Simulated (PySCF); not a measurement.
## Calculated NMR parameters of [BH3-][n+]1cccc(OC)c1

```
Formula                               : C6H10BNO
SMILES                                : [BH3-][n+]1cccc(OC)c1
Point group of the computed structure : C1
Carbon signals                        : 6
Proton signals                        : 6
```

Structure with atom numbers: `[BH3-:1][n+:2]1[cH:3][cH:4][cH:5][c:6]([O:7][CH3:8])[cH:9]1`. Hydrogens are named by the atom that carries them.

How the numbers were obtained: PBE0/pcSseg-1 with gauge-including orbitals, geometry from PBE0-D3(BJ)/def2-SVP, in PySCF (equivalent nuclei averaged, one conformer, non-relativistic Hamiltonian, no solvent model).

δ = σ(ref) − σ, references computed at the same level: TMS for 1H and 13C; 11B vs BF3·OEt2; NH3 for 15N; H2O for 17O.

| carbon | δC, type | δH (multiplicity) | HMBC from (2–3 bonds) | span of the C tensor (ppm) |
| --- | --- | --- | --- | --- |
| C3 | 146.1, CH | 8.52 (d) | H(C9), H(C5), H(C4), H(B1) | 199 |
| C4 | 130.0, CH | 7.24 (m) | H(C3), H(C5) | 227 |
| C5 | 131.5, CH | 7.36 (m) | H(C3), H(C9), H(C4) | 207 |
| C6 | 160.3, C | – | H(C9), H(C5), H(C4), H(C8) | 174 |
| C8 | 55.0, CH3 | 3.79 (s) | – | 75 |
| C9 | 134.9, CH | 8.28 (s) | H(C3), H(C5), H(B1) | 176 |

Other nuclei:
```csv
atoms,nucleus,environment,δ (ppm),σ (ppm)
H(B1),1H,hydrogen on a boron bonded to N,3.16,28.11
B1,11B,"boron bonded to N, 3 H",-14.9,115.6
N2,15N,donor nitrogen of a Lewis adduct,297.2,-31.6
O7,17O,ether oxygen,101.7,232.8
```

δC 160.3: aromatic carbon bearing oxygen; the electronegative substituent deshields the carbon that carries it. δC 146.1, 134.9: aromatic CH next to a ring nitrogen. δC 131.5, 130.0: aromatic CH; the aromatic region. δH 8.52, 8.28: hydrogen on an aromatic CH next to a ring nitrogen; ring current plus the neighbouring ring nitrogen. δH 7.36, 7.24: hydrogen on an aromatic CH; ring-current deshielding.

Hydrogens on boron are broadened and split by 11B (spin 3/2, 80 %) and 10B (spin 3). Shifts are as computed. Against solution values, carbons near 30 ppm lie about +2 ppm off and those near 130 ppm about +5 ppm. Of 1211 compounds with measured shifts, 218 miss one by over three times the rms of a fit or turn the order of signals round; such compounds aren't used in these exercises. Experimental scales use liquid or dissolved standards, which lie at an offset from isolated NH3 (liquid NH3: subtract about 20 ppm) and H2O (liquid H2O: subtract about 36 ppm). Unscaled 15N shifts of sp2 nitrogen come out 20 to 40 ppm too high even then. Multiplicities follow the n + 1 count of equivalent neighbours, as no J values were calculated; m marks all less simple cases, F and P coupling included.
